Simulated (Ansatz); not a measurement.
Geometry optimisation, RKS PBE/def2-SVP in Ansatz.

input.yaml

```yaml
crystal:
  periodic: [false, false, false]
  atoms:
    - { symbol: C, position_ang: [-0.0069, -2.6289, 0.0935] }
    - { symbol: C, position_ang: [0.5345, -1.228, -0.0409] }
    - { symbol: Br, position_ang: [2.3517, -1.0868, 0.0755] }
    - { symbol: C, position_ang: [-0.0252, -0.097, -0.2301] }
    - { symbol: C, position_ang: [-0.7472, 0.9936, -0.4356] }
    - { symbol: Si, position_ang: [-0.077, 2.6044, 0.1456] }
    - { symbol: H, position_ang: [0.3512, -3.2441, -0.6993] }
    - { symbol: H, position_ang: [0.2208, -3.0094, 1.048] }
    - { symbol: H, position_ang: [-1.1424, -2.534, 0.0314] }
    - { symbol: H, position_ang: [-1.7004, 1.0127, -0.9055] }
    - { symbol: H, position_ang: [0.2194, 2.5496, 1.6204] }
    - { symbol: H, position_ang: [1.1724, 2.9495, -0.5887] }
    - { symbol: H, position_ang: [-1.1305, 3.6835, -0.0996] }
basis:
  gaussian: { orbitals: def2-SVP }
hamiltonian:
  xc: pbe
relax:
  f_tol: 0.015
  max_steps: 40
```

Launched with:

```bash
$ ansatz run input.yaml --threads 2 --pin off --max-ram 3072MiB --backend cpu --events-out ev --progress --plain --runs-dir out
```

Problem. Where does it end, and by what steps?

Solution. The run converged. The force dipped under the threshold on the way, but the program's further checks kept it going. After 19 steps the energy has fallen by 1.790 eV; H10 moved furthest, 1.38 Å.

| step | energy less start (eV) | largest force component (eV/Å) | accepted |
| --- | --- | --- | --- |
| 0 | 0.0000 | 3.102 | yes |
| 1 | -0.8278 | 1.227 | yes |
| 2 | -1.1649 | 0.764 | yes |
| 3 | -1.3761 | 0.400 | yes |
| 4 | -1.5381 | 0.251 | yes |
| 5 | -1.6661 | 0.216 | yes |
| 6 | -1.7359 | 0.229 | yes |
| 7 | -1.7542 | 0.302 | yes |
| 8 | -1.7372 | 0.556 | no |
| 9 | -1.7776 | 0.108 | yes |
| 10 | -1.7797 | 0.085 | yes |
| 11 | -1.7835 | 0.069 | yes |
| 12 | -1.7840 | 0.137 | yes |
| 13 | -1.7870 | 0.084 | yes |
| 14 | -1.7885 | 0.032 | yes |
| 15 | -1.7891 | 0.068 | yes |
| 16 | -1.7895 | 0.037 | yes |
| 17 | -1.7899 | 0.010 | yes |
| 18 | -1.7900 | 0.012 | yes |
| 19 | -1.7901 | 0.008 | yes |

```xyz
13
Properties=species:S:1:pos:R:3
C -0.155 -2.428 0.373
C 0.604 -1.305 -0.272
Br 2.459 -1.689 -0.657
C 0.144 -0.114 -0.601
C -0.316 1.091 -0.883
Si -0.237 2.530 0.337
H -0.151 -3.329 -0.275
H 0.309 -2.712 1.340
H -1.206 -2.126 0.557
H -0.762 1.271 -1.883
H 0.376 2.062 1.625
H 0.582 3.654 -0.242
H -1.624 3.059 0.596
```

The run took 73 s on 2 threads of Arm Neoverse V1, on a shared host, peak memory 0.2 GiB.
